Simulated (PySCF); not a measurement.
A structure optimised at PBE-D3(BJ)/def2-SVP, used in a PySCF frequency run:

```
Ga
Cl 1 2.1516
Cl 1 2.1549 2 117.89
Se 1 2.3185 2 120.31 3 180.00
H 4 1.4866 1 90.06 2 180.00
```

Task: Write its SMILES, formula and point group.

Result: [Cl][Ga]([Cl])[SeH], Cl2GaHSe, Cs

Task: What are its rotational constants (standard atomic weights)?

Result: 2.0760, 1.0849, 0.71252 GHz
